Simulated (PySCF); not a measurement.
Atom-mapped SMILES (the numbers label the heavy atoms): `[OH:1][CH2:2][CH:3]1[CH2:4][CH2:5][CH2:6][CH2:7]1` (H(Xn): hydrogen on atom n). Ha(C4), Ha(C5), Ha(C6), Ha(C7) are cis to C2 on the ring; Hb(C4), Hb(C5), Hb(C6), Hb(C7) are trans to C2 on the ring.

GIAO shifts from PySCF 2.14 on PBE0-D3(BJ)/def2-SVP geometries (one conformer, non-relativistic, equivalent nuclei averaged), against TMS at the same level and in the same medium; PCM means IEF-PCM chloroform.

Measured (solution, not stated per compound (mostly CDCl3 or CCl4); Pretsch, Buehlmann, Badertscher, Structure Determination of Organic Compounds, 4th ed. (2009)): C3 41.2, C4/C7 28.3, C5/C6 24.5 ppm.

Q: Which unscaled values do PBE0/pcSseg-1, gas; PBE0/pcSseg-1, PCM; WP04/pcSseg-1, PCM; wB97X-D/pcSseg-1, PCM give, and how close are they?

A: 
```
atoms  measured  PBE0/pcSseg-1, gas  PBE0/pcSseg-1, PCM  WP04/pcSseg-1, PCM  wB97X-D/pcSseg-1, PCM
   C3      41.2                47.1                47.0                48.5                   46.4
C4/C7      28.3                31.5                31.8                33.8                   31.5
C5/C6      24.5                28.7                29.1                31.4                   28.7
```

Mean absolute error for 13C: PBE0/pcSseg-1, gas 4.4, PBE0/pcSseg-1, PCM 4.6, WP04/pcSseg-1, PCM 6.6, wB97X-D/pcSseg-1, PCM 4.2 ppm.

The carbons averaged at δ 31.5 differ by 9 ppm in this conformer.
